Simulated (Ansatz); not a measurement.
AlSiN$_{2}$H$_{9}$, closed shell: a saddle search.

Input (in.yaml):

```yaml
crystal:
  periodic: [false, false, false]
  atoms:
    - {symbol: Al, position_ang: [1.068997, 0.459395, 0.816632]}
    - {symbol: H, position_ang: [2.151356, -0.563697, 1.343072]}
    - {symbol: N, position_ang: [1.498169, 1.677829, -0.393602]}
    - {symbol: N, position_ang: [-0.561241, 0.474385, 1.525788]}
    - {symbol: H, position_ang: [0.377238, -1.314489, -0.739276]}
    - {symbol: Si, position_ang: [-1.078580, -1.429183, -1.048313]}
    - {symbol: H, position_ang: [2.404461, 1.739699, -0.826979]}
    - {symbol: H, position_ang: [0.885907, 2.381197, -0.771942]}
    - {symbol: H, position_ang: [-0.841730, -0.121278, 2.287556]}
    - {symbol: H, position_ang: [-1.280823, 1.152636, 1.337012]}
    - {symbol: H, position_ang: [-1.641991, -0.090465, -1.338951]}
    - {symbol: H, position_ang: [-1.197245, -2.278166, -2.265595]}
    - {symbol: H, position_ang: [-1.784418, -2.087863, 0.074597]}
basis:
  gaussian: {orbitals: def2-SVP}
hamiltonian: {xc: pbe0, dispersion: d4}
saddle:
  max_steps: 30
  mode_guess:
    - [-0.3965, 0.0375, -0.2720]
    - [-0.1351, -0.1998, -0.1500]
    - [0.0380, -0.0080, 0.0224]
    - [0.0858, -0.0035, -0.0027]
    - [0.5539, 0.0009, 0.5153]
    - [-0.1090, 0.1412, -0.0368]
    - [0.0272, 0.0110, 0.0036]
    - [0.0009, 0.0280, 0.0402]
    - [0.0218, -0.0213, -0.0108]
    - [0.0686, -0.0041, 0.0060]
    - [-0.1584, -0.0445, -0.1668]
    - [0.0117, 0.0488, 0.0686]
    - [-0.0089, 0.0139, -0.0170]
```

Command:

```bash
ansatz run in.yaml --threads 4 --pin off --events-out ev --progress --plain --max-ram 9574MiB
```

What Ansatz 0.2.0 printed:

```
Functional definition: PBE0
  name "PBE0"
  cite "Adamo & Barone, J. Chem. Phys. 110, 6158 (1999) doi:10.1063/1.478522"
  cite "Perdew, Burke & Ernzerhof, Phys. Rev. Lett. 77, 3865 (1996) doi:10.1103/PhysRevLett.77.3865"
  parent pbe
  parameter a = 0.25
  parameter kappa = 0.804
  parameter beta = 0.06672455060314922
  exchange = (1 - a)*pbe_x(kappa = kappa, mu = beta*pi^2/3) + a*exact_x
  correlation = pbe_c(beta = beta)
1156 factors; integrals over basis functions are off by at most 4.0e-4 eV
mean field evaluation 1: about -17574.5371 eV, gradient 7.4e1 eV
mean field evaluation 2: about -17558.3661 eV, gradient 1.1e2 eV
mean field evaluation 4: about -17585.4580 eV, gradient 2.4e0 eV
mean field evaluation 8: about -17585.4866 eV, gradient 2.0e-2 eV
mean field -17585.48664723 eV, -646.2547144149 hartree, gradient 2.4e-5 eV, S^2 0.000000; 0 other end points of the search recorded, 0 dependent functions left out
the calculation of the forces begins
reference -17585.48668173 eV, -646.2547156826 hartree; 25, 25 occupied and 84, 84 virtual orbitals, 1156 factors
these checks for a lower state are left out or cut short: stability, starts, cluster_reference, orbital_swaps, neighbouring_geometries, increment
1156 factors; integrals over basis functions are off by at most 4.0e-4 eV
mean field evaluation 16: about -17585.4857 eV, gradient 3.3e-1 eV
mean field -17585.48598417 eV, -646.2546900478 hartree, gradient 1.8e-6 eV, S^2 0.000000; 0 other end points of the search recorded, 0 dependent functions left out
the calculation of the forces begins
reference -17585.48601866 eV, -646.2546913151 hartree; 25, 25 occupied and 84, 84 virtual orbitals, 1156 factors
these checks for a lower state are left out or cut short: stability, starts, cluster_reference, orbital_swaps, neighbouring_geometries, increment
1156 factors; integrals over basis functions are off by at most 4.0e-4 eV
mean field -17585.48537061 eV, -646.2546674997 hartree, gradient 9.7e-7 eV, S^2 0.000000; 0 other end points of the search recorded, 0 dependent functions left out
the calculation of the forces begins
reference -17585.48540508 eV, -646.2546687667 hartree; 25, 25 occupied and 84, 84 virtual orbitals, 1156 factors
these checks for a lower state are left out or cut short: stability, starts, cluster_reference, orbital_swaps, neighbouring_geometries, increment
1156 factors; integrals over basis functions are off by at most 4.0e-4 eV
mean field evaluation 32: about -17585.4908 eV, gradient 9.3e-7 eV
mean field -17585.49075454 eV, -646.2548653556 hartree, gradient 9.3e-7 eV, S^2 0.000000; 0 other end points of the search recorded, 0 dependent functions left out
the calculation of the forces begins
reference -17585.49078908 eV, -646.2548666248 hartree; 25, 25 occupied and 84, 84 virtual orbitals, 1156 factors
saddle step   1: F+E_penalty+E_count = -17585.69935473 eV  max|allowed force component| = 2.797e-1 eV/Å  curvature = +6.4436 eV/Å²  mode residual = 1.40e1 eV/Å²  Δτ_max = 0.0000 Å  (1 rotations, 4 force calls, 62 SCF iters)  cluster: 3 rotations left out, max|force component along them| = 8.837e-8 eV/Å
saddle step   2: F+E_penalty+E_count = -17585.70728881 eV  max|allowed force component| = 1.670e-1 eV/Å  curvature = +3.7225 eV/Å²  mode residual = 6.31e0 eV/Å²  Δτ_max = 0.0136 Å  (1 rotations, 4 force calls, 64 SCF iters)  cluster: 3 rotations left out, max|force component along them| = 6.978e-8 eV/Å
WARN: saddle search: on two steps running the search has had no negative curvature along its mode to follow, on a curvature that misses the negative of saddle.curvature_tol by less than its residual: at step 2, +3.722 eV/Å² with a residual of 6.31e0 eV/Å² (extrapolated from the last rotation, not read by a force call). A negative curvature could lie within that residual, and the search be climbing where it has one to follow. Its rotation spent its cap of 1: raise saddle.rotation.max_rotations, or give a saddle.mode_guess nearer the mode
saddle step   3: F+E_penalty+E_count = -17585.70877787 eV  max|allowed force component| = 7.833e-2 eV/Å  curvature = +2.8269 eV/Å²  mode residual = 5.59e0 eV/Å²  Δτ_max = 0.0083 Å  (1 rotations, 4 force calls, 59 SCF iters)  cluster: 3 rotations left out, max|force component along them| = 3.211e-8 eV/Å
saddle step   4: F+E_penalty+E_count = -17585.70939956 eV  max|allowed force component| = 6.628e-2 eV/Å  curvature = +2.3366 eV/Å²  mode residual = 4.00e0 eV/Å²  Δτ_max = 0.0077 Å  (1 rotations, 4 force calls, 59 SCF iters)  cluster: 3 rotations left out, max|force component along them| = 2.511e-8 eV/Å
saddle search: the rotation starts from a random direction (saddle.seed = 0)
saddle step   5: F+E_penalty+E_count = -17585.70971342 eV  max|allowed force component| = 4.378e-2 eV/Å  curvature = +0.0441 eV/Å²  mode residual = 1.44e-1 eV/Å²  Δτ_max = 0.0087 Å  (21 rotations, 28 force calls, 369 SCF iters)  cluster: 3 rotations left out, max|force component along them| = 3.425e-8 eV/Å
Error: the saddle search stopped after 5 steps at a force within `saddle.f_tol`, on a geometry that it can call neither a saddle nor a minimum. The deciding curvature is +0.044 ± 0.034 eV/Å² (`saddle.curvature_tol` = 5.0e-2) with a residual of 1.44e-1 eV/Å² (`saddle.rotation.residual_tol` = 1.0e-1); the other curvature read beside it is +1.976 ± 0.023 eV/Å². A curvature within its tolerance of zero comes of noisy forces (tighten `saddle.dr2_threshold` and, under a hybrid functional on plane waves, `saddle.exx_energy_threshold`; in a Gaussian basis set `accuracy: high`), of a flat stretch of a valley (tighten `saddle.f_tol`), or of solves that end off the electron count, as they can under `cold` smearing where the levels leave a gap (set `scf.occupations.method` to `fixed`, `gaussian`, `fermi_dirac` or, not under a hybrid functional, `methfessel_paxton`). For a residual above its tolerance raise `saddle.rotation.max_rotations` and `saddle.rotation.max_unguided_rotations`, or loosen `saddle.rotation.residual_tol` where the forces' noise keeps it out of reach. The ± is a reading's asymmetry, taken as the error of a positive curvature. Such a curvature stays undecided where it or the other curvature read, less its own ±, is not over `saddle.curvature_tol`. A negative one must be confirmed at half of `saddle.amplitude`, with the atoms moved between the exchange–correlation grid's points (not under `hamiltonian.xc: hf`) and by an estimate at the nearby stationary point. Where `saddle.amplitude` is far under its default, raise it towards the default first. Otherwise see `saddle.amplitude`. From 4 of its steps this search moved with no negative curvature along its mode to follow. A search started from a geometry of this one does not count those moves and, where it converges, warns only of its own. With `saddle.order_check` unset, a search from the last step can check the order less strictly than this one. `saddle.order_check: true` asks for the full check and warns where it cannot tell
F+E_penalty+E_count at the last step = -17585.70971342 eV
to start another search from the last step: its geometry and its mode (saddle.mode_guess, Cartesian), with saddle.order_check: true (the message says why):
  atoms:
    - { symbol: Al, position_ang: [1.08328053, 0.46821396, 0.81971555] }
    - { symbol: H, position_ang: [2.16797097, -0.55612752, 1.35030124] }
    - { symbol: N, position_ang: [1.51481236, 1.69186797, -0.39039652] }
    - { symbol: N, position_ang: [-0.56423273, 0.46328744, 1.50797042] }
    - { symbol: H, position_ang: [0.37279269, -1.32330783, -0.74137991] }
    - { symbol: Si, position_ang: [-1.08999316, -1.43553354, -1.03595385] }
    - { symbol: H, position_ang: [2.42638574, 1.75825116, -0.82789132] }
    - { symbol: H, position_ang: [0.90198995, 2.40453069, -0.76791106] }
    - { symbol: H, position_ang: [-0.85401350, -0.13649989, 2.27202917] }
    - { symbol: H, position_ang: [-1.29378368, 1.13938411, 1.31365099] }
    - { symbol: H, position_ang: [-1.65094663, -0.08770133, -1.32556371] }
    - { symbol: H, position_ang: [-1.21543762, -2.28242184, -2.26378610] }
    - { symbol: H, position_ang: [-1.79872490, -2.10394340, 0.08921410] }
  mode_guess:
    - [0.00794958, 0.00974576, 0.05817949]
    - [-0.05178219, -0.00046158, 0.17303694]
    - [0.11526609, -0.03330752, 0.05198265]
    - [-0.03992092, 0.04515290, -0.05431829]
    - [0.01785646, 0.32400942, -0.34171773]
    - [-0.02716040, 0.00089667, -0.00056111]
    - [0.10371187, -0.15131808, 0.00999306]
    - [0.17453099, 0.00655336, 0.03124337]
    - [-0.07044786, 0.15326188, 0.01820281]
    - [-0.08452746, -0.06272994, -0.25854514]
    - [-0.42669508, -0.10805247, 0.26717072]
    - [-0.12313903, 0.09615530, -0.05791350]
    - [0.40435796, -0.27990569, 0.10324674]
  order_check: true


[the SCF lines of later steps are left out]
```

Hardware: 4 CPU threads of an AMD EPYC, shared host. Wall time 2 min; peak host memory 0.6 GiB.


The run did not converge within its limit. The search was started at a minimum, where no curvature is negative.